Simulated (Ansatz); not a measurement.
Molecule: sum formula SiN$_{2}$H$_{4}$Cl$_{2}$, net charge 0, singlet state. 
Geometry from a B3LYP-D3(BJ)/def2-TZVP (Ansatz, a quantum-chemistry and plane-wave program) optimisation:
SMILES: N[Si](N)(Cl)Cl
```xyz
9

Si     0.0035    -0.3639     0.0078
Cl    -0.0753     0.8478    -1.6658
Cl     0.0581     0.9201     1.6277
N      1.3836    -1.3291     0.1763
N     -1.3574    -1.3621    -0.1183
H      1.5772    -2.0583    -0.4921
H      2.2193    -0.9647     0.6039
H     -2.1998    -1.0328    -0.5608
H     -1.5371    -2.0655     0.5810
```
Charge 0, spin multiplicity 1.

Total electronic energies in hartree. Correlated levels leave the core frozen unless marked. No spin-orbit coupling. No relativistic terms. CBS marks a two-point X^-3 extrapolation of the correlation energy; Hartree-Fock from the larger set. [CCSD(T)-MP2]/basis is that difference in the basis named.

```tsv
level	program	energy (Eh)
HF/STO-3G	Ansatz	-1304.72916
HF/6-31G	Ansatz	-1319.12643
HF/6-31G*	Ansatz	-1319.28226
RI-HF/aug-cc-pV(Q+d)Z	Ansatz	-1319.48134
revPBE-D4/def2-TZVPD	Ansatz + dftd4	-1321.83697
revPBE/def2-TZVPD	Ansatz	-1321.80887
B97M-V/def2-TZVPD	Ansatz	[?]
PBE0/STO-3G	Ansatz	[?]
PBE0/def2-SVP	Ansatz	-1320.96650
BHLYP/def2-TZVPD	Ansatz	-1322.01878
r2SCAN0/def2-TZVPD	Ansatz	-1321.91406
CAM-B3LYP-D4/def2-TZVPD	Ansatz + dftd4	-1322.07870
CAM-B3LYP/def2-TZVPD	Ansatz	-1322.06988
PBE-QIDH/def2-TZVPD	Ansatz	[?]
SCS-MP2/aug-cc-pV(T+d)Z	Ansatz	-1320.39297
SCS-MP2/cc-pV(T+d)Z	Ansatz	-1320.36692
CCSD(T)/6-31G	Ansatz	-1319.51069
CCSD(T)/6-31G*	Ansatz	-1320.00915
CCSD(T)/aug-cc-pV(D+d)Z	Ansatz	-1320.22352
CCSD(T)/cc-pVTZ	Ansatz	-1320.45764
RI-MP2/CBS(cc-pV(T+d)Z,cc-pV(Q+d)Z)+[CCSD(T)-MP2]/cc-pV(D+d)Z	Ansatz	-1320.6070
RI-MP2/CBS(aug-cc-pV(T+d)Z,aug-cc-pV(Q+d)Z)+[CCSD(T)-MP2]/aug-cc-pV(T+d)Z	Ansatz	-1320.6306
RI-MP2/CBS(cc-pV(T+d)Z,cc-pV(Q+d)Z)+[CCSD(T)-MP2]/cc-pV(T+d)Z	Ansatz	-1320.6269
```

Task: Fill in the missing entries.

Result: 
- B97M-V/def2-TZVPD, energy (Eh): -1321.75335
- PBE0/STO-3G, energy (Eh): -1306.60833
- PBE-QIDH/def2-TZVPD, energy (Eh): -1321.26646
